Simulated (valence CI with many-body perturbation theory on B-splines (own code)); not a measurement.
## Cu VIII: calculated level list

Calculated by valence CI with perturbative core correlation (CI+MBPT): four valence electrons over a frozen Dirac-Fock core [Ar], radial functions for each j: 9 s, 9 p, 10 d, 8 f, 5 g, 3 h, 1 i, with the one-electron correlation potential Σ1, the two-electron term Σ2, the three-electron term Σ3, Breit, model QED; selected CI, second order for the rest, scaled by the run's own slope (own B-spline code, finite nucleus).

No measured spectrum was set against this ion. As an estimate, terms of the open shell hold to 2 to 4 % of their energy, and close levels can change places; different configurations can be misplaced against each other by 1,000 to 8,000 cm⁻¹. Core correlation moves these levels by up to 3500 cm⁻¹, and in measured spectra 5 to 20 % of such shifts remained as error; rates that hang on mixing are uncertain with them. The list stops below the first excitations out of the core. Only levels of the ground parity were solved; by the run's estimate the other parity begins above the list, which can be wrong where configurations are misplaced.

Levels 1 to 34 of 34, with energies above the lowest level, 3d⁴ ⁵D_0. "Leading %" is the weight of the configuration and term that name the level; weights of strongly mixed levels are sums over their largest components and can fall short. In the jj column 3d3/2^4 stands for four electrons in 3d with j = 3/2. Lifetimes count E1, E2, E3, M1 and M2 decay at the calculated energies, and are blank where another channel may lead or the interval is too uncertain; long ones can be off by a factor of two.

| No. | Configuration | Term | J | E (cm⁻¹) | Leading % | Lifetime | Leading jj | Second component |
| --- | --- | --- | --- | --- | --- | --- | --- | --- |
| 1 | 3d⁴ | ⁵D | 0 | 0.0 | 99 |  | 3d3/2^2 3d5/2^2 (65 %) |  |
| 2 | 3d⁴ | ⁵D | 1 | 379 | 99 | 342 s | 3d3/2^3 3d5/2 (55 %) |  |
| 3 | 3d⁴ | ⁵D | 2 | 1072 | 100 | 53.0 s | 3d3/2^2 3d5/2^2 (67 %) |  |
| 4 | 3d⁴ | ⁵D | 3 | 2008 | 100 | 26.3 s | 3d3/2^2 3d5/2^2 (47 %) |  |
| 5 | 3d⁴ | ⁵D | 4 | 3129 | 99 | 26.3 s | 3d3/2 3d5/2^3 (44 %) |  |
| 6 | 3d⁴ | ³P | 0 | 33087 | 97 | 79.4 ms | 3d3/2^4 (60 %) |  |
| 7 | 3d⁴ | ³H | 4 | 33670 | 93 | 6.31 s | 3d3/2^3 3d5/2 (44 %) |  |
| 8 | 3d⁴ | ³H | 5 | 34497 | 96 | 65.2 s | 3d3/2^2 3d5/2^2 (80 %) |  |
| 9 | 3d⁴ | ³H | 6 | 35258 | 99 | 104 s | 3d3/2 3d5/2^3 (50 %) |  |
| 10 | 3d⁴ | ³P | 1 | 35404 | 99 | 94.4 ms | 3d3/2^3 3d5/2 (42 %) |  |
| 11 | 3d⁴ | ³F | 3 | 37588 | 84 | 177 ms | 3d3/2^2 3d5/2^2 (55 %) | 16 % 3d⁴ ³G |
| 12 | 3d⁴ | ³F | 2 | 37625 | 99 | 317 ms | 3d3/2^2 3d5/2^2 (52 %) |  |
| 13 | 3d⁴ | ³F | 4 | 37933 | 84 | 129 ms | 3d3/2^2 3d5/2^2 (34 %) | 10 % 3d⁴ ³G |
| 14 | 3d⁴ | ³P | 2 | 38871 | 98 | 150 ms | 3d3/2 3d5/2^3 (40 %) |  |
| 15 | 3d⁴ | ³G | 3 | 41614 | 84 | 588 ms | 3d3/2 3d5/2^3 (53 %) | 16 % 3d⁴ ³F |
| 16 | 3d⁴ | ³G | 4 | 42303 | 85 | 844 ms | 3d3/2^2 3d5/2^2 (64 %) | 10 % 3d⁴ ³F |
| 17 | 3d⁴ | ³G | 5 | 42912 | 96 | 827 ms | 3d3/2 3d5/2^3 (80 %) |  |
| 18 | 3d⁴ | ¹I | 6 | 51208 | 99 | 436 ms | 3d3/2^2 3d5/2^2 (50 %) |  |
| 19 | 3d⁴ | ³D | 3 | 51478 | 99 | 184 ms | 3d3/2 3d5/2^3 (48 %) |  |
| 20 | 3d⁴ | ³D | 2 | 51802 | 97 | 202 ms | 3d3/2^2 3d5/2^2 (32 %) |  |
| 21 | 3d⁴ | ¹G | 4 | 51888 | 94 | 122 ms | 3d5/2^4 (34 %) |  |
| 22 | 3d⁴ | ³D | 1 | 52259 | 99 | 163 ms | 3d3/2 3d5/2^3 (54 %) |  |
| 23 | 3d⁴ | ¹S | 0 | 57185 | 97 | 79.1 ms | 3d3/2 3d5/2^3 (53 %) |  |
| 24 | 3d⁴ | ¹D | 2 | 65168 | 97 | 97.3 ms | 3d3/2^2 3d5/2^2 (35 %) |  |
| 25 | 3d⁴ | ¹F | 3 | 73426 | 98 |  | 3d3/2 3d5/2^3 (56 %) |  |
| 26 | 3d⁴ | ³P | 2 | 86333 | 99 | 81.8 ms | 3d3/2^2 3d5/2^2 (58 %) |  |
| 27 | 3d⁴ | ³F | 4 | 87146 | 99 |  | 3d3/2^2 3d5/2^2 (72 %) |  |
| 28 | 3d⁴ | ³F | 2 | 87403 | 99 | 51.9 ms | 3d3/2^2 3d5/2^2 (58 %) |  |
| 29 | 3d⁴ | ³F | 3 | 87578 | 98 |  | 3d3/2 3d5/2^3 (76 %) |  |
| 30 | 3d⁴ | ³P | 1 | 88821 | 100 |  | 3d3/2 3d5/2^3 (84 %) |  |
| 31 | 3d⁴ | ³P | 0 | 90029 | 99 |  | 3d5/2^4 (56 %) |  |
| 32 | 3d⁴ | ¹G | 4 | 99184 | 99 |  | 3d3/2 3d5/2^3 (58 %) |  |
| 33 | 3d⁴ | ¹D | 2 | 131120 | 99 |  | 3d3/2^2 3d5/2^2 (61 %) |  |
| 34 | 3d⁴ | ¹S | 0 | 170170 | 99 |  | 3d3/2^2 3d5/2^2 (67 %) |  |

The ionisation energy to 3d³ ⁴F3/2 of the next ion comes out as 166.34 eV (NIST: 166 ± 2.1 eV (theoretical)). All 34 levels together are meant to be complete up to 420500 cm⁻¹.
